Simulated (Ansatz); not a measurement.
triplet silylene (H$_{2}$Si), triplet, geometry from GFN2-xTB; Ansatz (a quantum-chemistry and plane-wave program) with RPA/cc-pVDZ.

Ansatz was given this input:
Ansatz 0.2 input:
```yaml
crystal:
  periodic: [false, false, false]
  atoms:
    - {symbol: Si, position_ang: [-0.00639139, -0.00195053, 0.08523542]}
    - {symbol: H, position_ang: [0.04566728, 1.28384221, -0.56751131]}
    - {symbol: H, position_ang: [0.04381220, -1.25653473, -0.62578461]}
basis:
  gaussian:
    orbitals: cc-pVDZ
magnetization: {spin_polarized: true, initial_magnetization: 2}
correlation: {method: rpa}
```

**Question.** Predict the main parts of the log of this Ansatz run.

**Answer.** 
```
Functional definition: HF
271 factors; integrals over basis functions are off by at most 1.2e-3 eV
mean field evaluation 1: about -7890.9076 eV, gradient 6.6e0 eV
mean field evaluation 2: about -7890.9092 eV, gradient 6.6e0 eV
mean field evaluation 4: about -7891.5621 eV, gradient 6.7e-1 eV
mean field evaluation 8: about -7891.5735 eV, gradient 2.2e-3 eV
mean field -7891.57353041 eV, -290.0099781419 hartree, gradient 1.8e-6 eV, S^2 2.006298; 0 other end points of the search recorded, 0 dependent functions left out
5 core orbitals not correlated
reference -7891.57353041 eV, -290.0099781419 hartree; 4, 2 occupied and 19, 21 virtual orbitals, 271 factors
Total energy: -7894.58972927 eV, -290.1208214055 hartree
```
